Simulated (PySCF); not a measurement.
PySCF input file for C4H6F2, SMILES F[C@H]1C[C@@H](F)C1, SMD-PBE0/6-31G*. Coordinates come from a PBE0-D3(BJ)/def2-SVP optimisation. The structure was generated by enumeration; whether it is a known compound was not checked.

```python
import numpy as np
from pyscf import gto, scf, dft
from pyscf.solvent import smd

mol = gto.M(
    atom='''
    F     0.00000000   -2.14295485   -0.45269897
    C    -0.00000000   -1.05628318    0.37280760
    C    -1.07655494    0.00000000    0.11187186
    C    -0.00000000    1.05628318    0.37280760
    F     0.00000000    2.14295484   -0.45269897
    C     1.07655494    0.00000000    0.11187186
    H    -0.00000000   -1.41976006    1.41391304
    H    -1.99673427    0.00000000    0.71201933
    H    -1.32672471    0.00000000   -0.95971842
    H    -0.00000000    1.41976006    1.41391304
    H     1.32672471    0.00000000   -0.95971843
    H     1.99673428    0.00000000    0.71201933
    ''',
    basis='6-31G*',
    charge=0,
    spin=0,
    max_memory=1600,
    verbose=3,
)
mf = dft.RKS(mol, xc='pbe0').density_fit(auxbasis='def2-universal-jkfit')
mf.grids.level = 3
mf.conv_tol = 1e-9
mf.max_cycle = 100
mf.kernel()
res = {}
for name in ['water', 'n-hexane', '2-propanol']:
    s = mf.SMD()
    s.with_solvent.solvent, s.with_solvent.sasa_ng = name, 194
    s.kernel(mf.make_rdm1())
    res[name] = (s.e_tot, s.with_solvent.get_cds(), s.dip_moment(), s.mo_energy, s.converged)
    print(f'SMD {name}: dG(solv) = {(s.e_tot - mf.e_tot) * 627.509474:.3f} kcal/mol, of which CDS {res[name][1] * 627.509474:.3f}')
```

Program output:

```
converged SCF energy = -355.304367356726
converged SCF energy = -355.306545547581
Dipole moment(X, Y, Z, Debye): -0.00000,  0.00000,  2.03167
SMD water: dG(solv) = -1.367 kcal/mol, of which CDS 3.264
converged SCF energy = -355.309841510813
Dipole moment(X, Y, Z, Debye): -0.00000,  0.00000,  1.70347
SMD n-hexane: dG(solv) = -3.435 kcal/mol, of which CDS -1.718
converged SCF energy = -355.312586128299
Dipole moment(X, Y, Z, Debye): -0.00000,  0.00000,  1.99463
SMD 2-propanol: dG(solv) = -5.157 kcal/mol, of which CDS -0.810
```

The run converged.
